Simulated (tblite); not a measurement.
Compound: C₇H₁₃PSi.
Cartesian coordinates in Å at the GFN2-xTB level; atoms count from 1:
```
atom  x, y, z in Å
Si1   -2.9743    0.4520   -1.4186
C2    -1.6586   -0.2069   -0.2533
C3    -1.1925   -1.4500   -0.2237
C4    -0.1502   -1.7760    0.8003
P5     0.4667   -0.1342    1.4451
C6     1.5673    0.2554    0.0215
C7     2.5323    1.3979    0.1586
C8     3.0384   -0.0062    0.1727
C9    -1.0603    0.7103    0.7781
H10   -3.4706   -0.6419   -2.2525
H11   -4.0657    1.0310   -0.6308
H12   -2.3804    1.4999   -2.2556
H13   -1.5407   -2.2314   -0.8828
H14    0.6759   -2.3658    0.3946
H15   -0.5901   -2.3494    1.6239
H16    1.1252    0.0889   -0.9573
H17    2.5409    1.9480    1.0887
H18    2.7275    2.0094   -0.7103
H19    3.5876   -0.3677   -0.6844
H20    3.3871   -0.4067    1.1138
H21   -1.7738    0.8711    1.5930
H22   -0.8021    1.6918    0.3734
```

Calculated harmonic vibrations of the isolated species, GFN2-xTB (tblite), most abundant isotopes, no scaling. This tight-binding method is rough: wavenumbers can miss measured ones by several per cent, in bad cases by 10 to 20. Modes of hydrogen on silicon can be 10 to 20 % off. One conformer, not necessarily the lowest.

Harmonic wavenumbers (cm⁻¹): 39.4, 55.5, 73.0, 138.0, 174.5, 190.3, 217.9, 258.7, 328.7, 374.6, 401.6, 529.3, 538.0, 559.1, 648.6, 700.5, 723.2, 764.4, 775.5, 780.7, 792.5, 800.3, 806.9, 836.0, 845.5, 859.7, 964.6, 993.0, 1014.2, 1028.0, 1058.8, 1067.9, 1069.6, 1080.3, 1088.9, 1101.5, 1152.8, 1188.3, 1207.5, 1210.9, 1246.7, 1328.9, 1428.4, 1435.7, 1436.8, 1480.9, 1671.3, 2234.4, 2249.1, 2271.7, 2912.4, 2921.5, 2951.3, 2957.4, 2983.8, 3070.5, 3074.8, 3075.5, 3076.7, 3093.5.

A = 2163, B = 681.2, C = 615.3 MHz; mass 156.052 u (most abundant isotopes); point group C1, symmetry number 1.

Problem. Zero-point energy?

Solution. ½Σν̃ = 37670 cm⁻¹ = 107.70 kcal/mol.

Problem. What is S at 298.15 K and 1 bar for an ideal gas of classical rigid rotors and harmonic oscillators?

Solution. Translation 41.07, rotation 30.25, vibration 33.90: S = 105.2 cal/(mol K).

Problem. And Cp and H(298.15 K) − H(0)?

Solution. Cp = 44.36 cal/(mol K), of which vibrations give 36.41 (their classical limit is 60 R = 119.2); H(298.15 K) − H(0) = 7.65 kcal/mol without the zero-point energy, 5.28 from vibrations.

Problem. What must be added to the electronic energy to get the Gibbs energy at 298.15 K and 1 bar?

Solution. ZPE + [H(298.15 K) − H(0)] − T·S = 107.70 + 7.65 − 31.37 = 83.98 kcal/mol.

Problem. Which modes carry the vibrational entropy at 298.15 K?

Solution. 39.4 cm⁻¹: 5.29; 55.5 cm⁻¹: 4.61; 73.0 cm⁻¹: 4.07; 138.0 cm⁻¹: 2.83; 174.5 cm⁻¹: 2.39; 190.3 cm⁻¹: 2.22 cal/(mol K); the other 54 give 12.49 together.

Hindered rotation and anharmonicity are outside this model. Other conformers, if any are populated, would add a mixing term that is left out. The structure is chiral; the term R ln 2 for an equal mix with its mirror image is left out.
